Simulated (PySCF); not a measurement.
# Energy of Au⁺ (gold, charge +1) between two integer charges

The 5d beta orbital of [Xe] 4f14 5d10 is emptied in steps (occupation f), with all orbitals relaxed, ending at [Xe] 4f14 5d9. Computed with PySCF 2.14 in aug-cc-pVTZ-PP with ECP60MDF (6s6p5d3f2g, 88 functions), with a scalar-relativistic core potential. The exact energy is a straight line in f; departures are measured from the line between the end points of the same method.

**Question.** Among UHF, LDA, PBE, which shows the largest delocalisation error (convex curve), and which is closest to linear?

**Answer.** Most convex: LDA (-1.412 eV at f = 0.4); closest to linear: UHF (0.406 eV).

```
  f  UHF (eV)  LDA (eV)  PBE (eV)
  1     0.000     0.000     0.000
0.8     0.287    -0.929    -0.903
0.6     0.418    -1.403    -1.362
0.4     0.406    -1.412    -1.369
0.2     0.263    -0.947    -0.916
  0     0.000     0.000     0.000
```

```json
{"method": "UHF", "E(f=0) − E(f=1) (eV)": "18.929", "−ε at f=1 (eV)": "20.780", "−ε at f=0.4 (eV)": "18.533"}
{"method": "LDA", "E(f=0) − E(f=1) (eV)": "21.356", "−ε at f=1 (eV)": "15.596", "−ε at f=0.4 (eV)": "22.489"}
{"method": "PBE", "E(f=0) − E(f=1) (eV)": "20.936", "−ε at f=1 (eV)": "15.332", "−ε at f=0.4 (eV)": "22.044"}
```

Reference removal energy between the ground levels: 20.203 ± 0.025 eV (measured; NIST Atomic Spectra Database, ionization energies). The calculation has no spin-orbit coupling. UHF lacks correlation.
